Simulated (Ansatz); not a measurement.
Reaction (redistribution): `C[Si@@H](O)[Si@H](O)Cl` + `O[SiH2][SiH3]` → `O[SiH2][SiH](O)Cl` + `C[SiH](O)[SiH3]`

Isolated molecules relaxed with PBE0-D4/def2-TZVP in Ansatz; ΔE leaves out vibrations. CCSD(T)/CBS adds triple-zeta CCSD(T) − MP2 to the extrapolated MP2 energy (def2 sets, frozen cores). DFT in def2-TZVPP. One conformer a species, not always the lowest.

```json
{"level": "r2SCAN-D4", "ΔE (kJ/mol)": "0.3", "difference from CCSD(T)/CBS": "0.7"}
{"level": "PBE0-D4", "ΔE (kJ/mol)": "0.1", "difference from CCSD(T)/CBS": "0.5"}
{"level": "ωB97X-V", "ΔE (kJ/mol)": "-1.0", "difference from CCSD(T)/CBS": "-0.6"}
{"level": "ωB97M-V", "ΔE (kJ/mol)": "-0.9", "difference from CCSD(T)/CBS": "-0.5"}
{"level": "B2PLYP", "ΔE (kJ/mol)": "-0.7", "difference from CCSD(T)/CBS": "-0.3"}
{"level": "PBE0", "ΔE (kJ/mol)": "-0.2", "difference from CCSD(T)/CBS": "0.2"}
{"level": "MP2/def2-TZVPP", "ΔE (kJ/mol)": "-0.6", "difference from CCSD(T)/CBS": "-0.2"}
{"level": "CCSD/def2-TZVPP", "ΔE (kJ/mol)": "-0.8", "difference from CCSD(T)/CBS": "-0.4"}
{"level": "MP2/def2-QZVPP", "ΔE (kJ/mol)": "-0.4", "difference from CCSD(T)/CBS": "0.0"}
{"level": "CCSD/CBS(def2)", "ΔE (kJ/mol)": "-0.7", "difference from CCSD(T)/CBS": "-0.3"}
{"level": "CCSD(T)/CBS", "ΔE (kJ/mol)": "-0.4", "difference from CCSD(T)/CBS": "0"}
```

Largest T1 diagnostic among the species: 0.012.
